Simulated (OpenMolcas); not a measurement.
# 4d ions of charge +5 along the row

* Program: OpenMolcas 26.06
* Method: SS-CASPT2, IPEA 0.25 Eh, imaginary shift 0.1 Eh
* Basis: ANO-RCC-VTZP
* Scalar Hamiltonian: DKH2, point nucleus
* Spin-orbit coupling: state interaction with AMFI integrals over the reference wave functions, term energies averaged over their components

Active space: the 4d shell; CASPT2 also correlates the outermost closed s and p core shells.

B and C come from two terms' centres of gravity (d2, d8: 3P = 15B, 1G = 12B + 2C; d3, d7: 4P = 15B, 2G = 4B + 3C; d4, d6: 3G = 9B + 4C, 3H = 4B + 4C; d5: 4D = 17B + 5C, 4G = 10B + 5C, above the ground term), where all their levels are at least 80 % pure. ζ = ±2S·A comes from the whole width of the ground multiplet by E(J) = (A/2) J(J+1), where its levels are at least 85 % pure. Energies in cm-1.

```csv
Ion,Configuration,Lowest level,Weight (%),B,C,ζ,ζ measured
Tc5+,4d²,³F₂,98,835,3312,1257,
Ru5+,4d³,⁴F_3/2,98,,,1434,
Rh5+,4d⁴,⁵D₀,96,,,1818,
Pd5+,4d⁵,⁶S_5/2,98,,,,
Ag5+,4d⁶,⁵D₄,97,,,2082,2152
```

Measured columns use the levels in the list in Gamrath, thesis, University of Mons (2023) (Ag5+).

The computed ζ goes from 1257 (Tc5+) to 2082 cm-1 (Ag5+), a factor of 1.66, rising at every step.

CASPT2 breaks the degeneracy within a term, and the mean is taken; among the low terms the widest spread is 590 cm-1 (4d³ ⁴F, Ru5+). The CASPT2 spread within a term exceeds the gap to the next term for 4d³ ²P and 4d³ ²H, so the order of their levels is uncertain (holds for Ru5+). Measured partners are found by configuration, term and J. A level has none where our copy of the source lacks it or the pairing is in doubt (some pairs that miss far off the trend of their configuration count as doubtful), and it then counts in no deviation. Levels of configurations outside the active space are missing.
